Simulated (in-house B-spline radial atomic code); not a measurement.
Values are calculated unless marked as measured or tabulated.
# Building a PAW d channel for Tc, r_c = 1.54 bohr

Tc, [Kr] 4d5 5s2, non-relativistic LDA (VWN5), spherical and spin-unpolarised, from a B-spline radial code for spherical atoms (atomic units; all potentials screened as in the neutral atom).

Two all-electron partial waves φ1, φ2 are integrated outwards at E1 = ε(4d) = -0.270263 and E2 = E1 + 1 hartree; φ1 is the bound orbital and φ2 has unit norm inside r_c = 1.5407 bohr. Smooth partners are polynomials, r^3(a0 + a1 r² + a2 r⁴ + a3 r⁶), matched to φ and three derivatives at r_c, with no condition on the norm. The local potential is -14.6013 + (14.5494) r² + (-6.12101) r⁴ + (0.957826) r⁶ inside 1.2614 bohr and the all-electron one outside.

```json
{"wave": "1", "φ(r_c)": "0.7665651", "φ'(r_c)": "-0.272855", "a0": "1.488118", "a1": "-1.113212", "a2": "0.3232313", "a3": "-0.03419241"}
{"wave": "2", "φ(r_c)": "0.5630318", "φ'(r_c)": "-1.996141", "a0": "2.647613", "a1": "-2.223321", "a2": "0.661196", "a3": "-0.07040449"}
```

Inside r_c the overlaps are <φi φj> = [[0.49754, 0.68827], [0.68827, 1.00000]] and, for the smooth waves, [[0.41722, 0.53885], [0.53885, 0.72561]]. With χj = (Ej − T − V_local) applied to smooth wave j, the program's quadrature gives the matrix B_ij = <smooth i, χj> as [[0.05943, 0.00110], [0.15053, 0.12179]].

Q: Check the match of the first wave, and find the augmentation charges q_ij.

A: At r_c the four terms are 5.44241, -9.66425, 6.66101, -1.67260, which sum to 0.7666, φ1(r_c) to rounding. q_ij is the all-electron overlap less the smooth one: [[0.08032, 0.14942], [0.14942, 0.27439]]. The smooth first wave has a norm of 0.4172 inside r_c against 0.4975, and q11 > 0 puts back the missing charge.

Q: B isn't symmetric. Show that D_ij = B_ij + Ej q_ij is.

A: Integrating by parts gives B12 − B21 = (E1 − E2) q12: 0.00110 − (0.15053) = -0.14942, and −1 × (0.14942) = -0.14942. So D12 = 0.00110 + (0.729737)(0.14942) = 0.11014 and D21 = 0.15053 + (-0.270263)(0.14942) = 0.11014; D11 = 0.03772, D22 = 0.32202. The projectors, p = (B⁻¹)ᵀ χ, are dual to the smooth waves; det B = 0.0071.

Solving (T + V_local + Σ p D p) ψ = E (1 + Σ p q p) ψ in a sphere of 9 bohr gives these levels:

| all-electron | one projector | two projectors |
| --- | --- | --- |
| -0.270252 | -0.270252 | -0.270252 |
| 0.106702 | 0.104656 | 0.106702 |
| 0.393043 | 0.372896 | 0.393043 |
| 0.831510 | 0.685208 | 0.831511 |
| 1.411700 | 1.007530 | 1.411700 |

Q: What does the second projector gain?

A: With one projector the errors are 0.00, -2.05, -20.15, -146.30 millihartree, and the level at 1.0075 is out of step with the all-electron series: an extra state, or one far too low, so the pairing ends there. With two the errors are 0.00, 0.00, 0.00, 0.00, 0.00 millihartree. The scattering is exact at E1 and at E2 = 0.730, and over all levels compared the largest error is under 0.01 millihartree. The lowest eigenvalue of the overlap operator is 1 with one and 0.9382 with two projectors. The smooth orbital alone needs a cutoff of 22.6 hartree for 1 millihartree of kinetic energy, against 23.9 for a norm-conserving Troullier-Martins orbital of the same radius.
